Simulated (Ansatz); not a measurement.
Cost and result for the atomization energy of `N[CH2][SbH][TeH]` (10 atoms, 9 bonds).

Cartesian coordinates in Å:
```
N -0.431 -1.062 -1.224
C 0.126 0.231 -0.947
Sb -0.838 1.337 0.718
Te -0.219 -0.588 2.601
H -0.406 -1.655 -0.402
H -1.392 -1.005 -1.536
H 0.049 0.872 -1.827
H 1.183 0.139 -0.692
H 0.528 2.310 1.064
H 1.402 -0.578 2.245
```

Charge 0, multiplicity 1. Correlated methods include outer-core shells of Sb, Te, which these sets cover unevenly. Sb, Te: def2 effective core potential. The geometry is a stationary point of PBE0-D4/def2-TZVP. It is one conformer, not always the lowest. Program: Ansatz. All runs use 4 threads of an Arm Neoverse V2 on a shared host. Times are those of one run each, without the atoms' runs, and a repeat can differ threefold. Electronic energies, without spin–orbit coupling; frozen cores. CCSD(T)/CBS adds CCSD(T) − MP2 in def2-TZVPP to the MP2 limit, and its time is that of the two runs behind it. T1 = 0.012. With those shells the extrapolation isn't a true limit. HSE06 is the plane-wave form, built on full-range PBE exchange.

CCSD(T)/CBS is a level of theory with its own doubt, some kJ/mol a heavy atom from the limit and from the frozen cores, so smaller differences don't rank the functionals.

| level | functions | wall time | atomization (kcal/mol) | difference from CCSD(T)/CBS | per bond |
| --- | --- | --- | --- | --- | --- |
| LDA (SPW92)/def2-TZVPP | 246 | 1.5 s | 830.6 | 115.2 | 12.8 |
| revPBE-D4/def2-TZVPP | 246 | 2.4 s | 709.8 | -5.6 | -0.6 |
| PBE0-D4/def2-TZVPP | 246 | 3.6 s | 710.4 | -5.0 | -0.5 |
| HSE06-D4/def2-TZVPP | 246 | 4.2 s | 710.6 | -4.8 | -0.5 |
| CAM-B3LYP-D4/def2-TZVPP | 246 | 4.3 s | 713.0 | -2.4 | -0.3 |
| r2SCAN-D4/def2-TZVPP (with forces) | 246 | 6.5 s | 706.3 | -9.1 | -1.0 |
| r2SCANh-D4/def2-TZVPP | 246 | 6.5 s | 700.7 | -14.7 | -1.6 |
| ωB97X-V/def2-TZVPP | 246 | 9.5 s | 715.6 | 0.2 | 0.0 |
| B97M-V/def2-TZVPP | 246 | 12 s | 712.3 | -3.1 | -0.3 |
| CCSD(T)/def2-SVP | 110 | 13 s | 647.3 | -68.1 | -7.6 |
| MP2/def2-QZVPP | 458 | 25 s | 702.7 | -12.7 | -1.4 |
| CCSD(T)/def2-TZVPP | 246 | 6.4 min | 686.4 | -29.0 | -3.2 |
| CCSD(T)/CBS(def2) | – | 6.8 min | 715.4 | 0.0 | 0.0 |

From r2SCAN to r2SCAN0 (25 % exact exchange), in def2-TZVPP and without D4, the atomization energy moves by −13.7 kcal/mol: exact exchange takes away binding that semilocal exchange gives to molecules. Leaving LDA and LC-ωPBE aside and taking each functional with its dispersion term where it has one, the values, not all of them listed here, spread over 39.1 kcal/mol, from BHLYP-D4 to PBE-D4. LDA lies +108.2 kcal/mol from PBE without D4, its usual overbinding. The D4 term adds +10.7 kcal/mol with B3LYP and +5.7 kcal/mol with PBE0; it sums over pairs of atoms, weighted by their polarisabilities, and B3LYP, whose exchange is more repulsive, gets the larger term.

B3LYP here is the variant with VWN-RPA as its local correlation; programs differ in this.

Spin–orbit coupling would lower the free Te atoms strongly, and the atomization energy with them, by more than many differences here.
